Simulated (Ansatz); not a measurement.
A structure relaxed at PBE-D4/def2-SVPD in Ansatz, charge -1, singlet:

```xyz
11

K     3.300    0.138    2.182
K    -0.459   -1.793   -0.766
K     3.440   -3.520    0.101
K    -3.685    1.086   -0.328
K    -0.307    2.628    1.721
H    -2.833   -1.019   -1.244
H    -1.132    2.348   -1.797
H     4.635   -2.006    1.627
H    -2.692    3.044    0.807
H    -1.536    2.735   -1.252
H     1.269   -3.640   -1.052
```

Q: Give its formula.

A: K5H6⁻.

Q: Summarise the bond lengths by kind (pairs closer than 1.2 times the sum of covalent radii, bridged metal pairs left out).

A: 1 × K–K 4.41 Å; 8 × H–K 2.45 to 2.59 Å.

The restricted singlet is unstable towards broken spin symmetry in Hartree–Fock (as tested in another run); at PBE-D4/def2-SVPD this wasn't settled. The highest occupied level of the charge -1 singlet lies above zero (up to 0.48 eV). The electron is either unbound and held by the finite basis, or the level is raised by self-interaction error. In the singlet, H7 and H10 lie 0.78 Å apart (atoms count from 1), so H2 has formed as a molecule. Another isomer (singlet) lies 0.62 eV lower at PBE0-D4/def2-TZVPD; other spin states weren't run for this one.
